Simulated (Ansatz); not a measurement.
## Molecular dynamics of H$_{2}$ClF

Input:

```yaml
accuracy: low
crystal:
  lattice:
    - [6.122483, 0.0, 0.0]
    - [0.0, 6.122483, 0.0]
    - [0.0, 0.0, 6.122483]
  atoms:
    - { symbol: F, position: [0.6470352, 0.07986725, 0.16587855] }
    - { symbol: H, position: [0.59861881, 0.19612061, 0.07416284] }
    - { symbol: F, position: [0.95376777, 0.16555163, 0.84442903] }
    - { symbol: H, position: [0.96117672, 0.01794045, 0.88477178] }
    - { symbol: F, position: [0.49713796, 0.73095163, 0.32117147] }
    - { symbol: H, position: [0.50586192, 0.87855416, 0.27758332] }
    - { symbol: Cl, position: [1.00701331, 0.71278243, 0.0460663] }
    - { symbol: H, position: [0.88253075, 0.77070087, 0.20547736] }
    - { symbol: Cl, position: [0.48456342, 0.44836796, 0.89835399] }
    - { symbol: H, position: [0.4642167, 0.55890368, 1.08008669] }
    - { symbol: Cl, position: [0.17783285, 0.23944589, 0.34966225] }
    - { symbol: H, position: [0.10336819, 0.25509843, 0.15245703] }
basis:
  ecutwfc: 500.0
kpoints:
  mp_grid: { grid: [1, 1, 1] }
hamiltonian:
  xc: r2scan
  dispersion: d3bj
scf:
  occupations: { method: fermi_dirac, width: 0.05 }
  lower_state_search: "off"
md:
  timestep: 0.5
  n_steps: 140
  ensemble: nvt_langevin
  temperature: 350.0
  initial_velocities: maxwell_boltzmann
  seed: 766059
  friction: 0.02
```

Run as:

```bash
$ ansatz run input.yaml --threads 1 --pin off --max-ram 3072MiB --backend cpu --events-out ev --progress --plain --runs-dir out
```

It starts from a partly relaxed structure (largest force component 0.13 eV/Å).

Output, in part (step lines):

```
md step     0: t =     0.00 fs  T =   320.8 K  F+E_penalty+E_count = -5779.56763568 eV  E_kin = 0.497651 eV  (9 SCF iters)
md step     1: t =     0.50 fs  T =   307.5 K  F+E_penalty+E_count = -5779.55978902 eV  E_kin = 0.476964 eV  (8 SCF iters)
md step     2: t =     1.00 fs  T =   294.9 K  F+E_penalty+E_count = -5779.54518374 eV  E_kin = 0.457429 eV  (8 SCF iters)
md step     3: t =     1.50 fs  T =   287.5 K  F+E_penalty+E_count = -5779.52792700 eV  E_kin = 0.445944 eV  (8 SCF iters)
md step     4: t =     2.00 fs  T =   309.6 K  F+E_penalty+E_count = -5779.51186053 eV  E_kin = 0.480176 eV  (8 SCF iters)
md step     5: t =     2.50 fs  T =   289.8 K  F+E_penalty+E_count = -5779.49928102 eV  E_kin = 0.449478 eV  (6 SCF iters)
md step     6: t =     3.00 fs  T =   285.3 K  F+E_penalty+E_count = -5779.49292658 eV  E_kin = 0.442515 eV  (6 SCF iters)
md step     7: t =     3.50 fs  T =   280.3 K  F+E_penalty+E_count = -5779.49269109 eV  E_kin = 0.434724 eV  (5 SCF iters)
[... lines left out ...]
md step   140: t =    70.00 fs  T =   272.7 K  F+E_penalty+E_count = -5779.20980095 eV  E_kin = 0.422992 eV  (8 SCF iters)
```

The steps, from the saved trajectory:

```
time (fs)  T (K)  potential energy less start (eV)
      0.0    321                             0.000
      2.0    310                             0.056
      4.0    269                             0.070
      6.0    261                             0.059
      8.0    272                             0.106
     10.0    252                             0.131
     12.0    281                             0.117
     14.0    266                             0.141
     16.0    279                             0.152
     18.0    317                             0.142
     20.0    279                             0.172
     22.0    254                             0.182
     24.0    251                             0.176
     26.0    243                             0.211
     28.0    270                             0.185
     30.0    259                             0.179
     32.0    232                             0.214
     34.0    274                             0.196
     36.0    255                             0.259
     38.0    267                             0.263
     40.0    336                             0.240
     42.0    236                             0.345
     44.0    221                             0.300
     46.0    239                             0.284
     48.0    201                             0.346
     50.0    225                             0.336
     52.0    234                             0.322
     54.0    228                             0.362
     56.0    218                             0.387
     58.0    266                             0.315
     60.0    233                             0.366
     62.0    278                             0.397
     64.0    306                             0.303
     66.0    306                             0.349
     68.0    236                             0.404
     70.0    273                             0.358
```

All steps were run. The mean temperature of the second half is 28 % below the set value. A run of 0.07 ps of so small a system gives no equilibrium averages. Limits of this set-up: coarse k mesh, low accuracy level.

Mean squared displacements from the first frame to the last, about the centre of mass: F 0.09 Å², H 0.23 Å², Cl 0.04 Å².

Last frame:

```xyz
12
Lattice="6.1225 0.0000 0.0000 0.0000 6.1225 0.0000 0.0000 0.0000 6.1225" Properties=species:S:1:pos:R:3
F 4.035 0.684 1.253
H 3.796 1.315 0.565
F 5.939 1.244 5.526
H 6.479 0.490 5.375
F 2.951 4.644 1.854
H 3.353 5.487 1.522
Cl 6.234 4.124 0.393
H 5.986 4.617 1.541
Cl 3.037 2.751 5.558
H 3.140 3.647 6.558
Cl 0.919 1.337 2.345
H 0.534 1.207 1.137
```

The run took 17 min on 1 thread of Arm Neoverse V1 (shared host), peak memory 0.49 GiB.
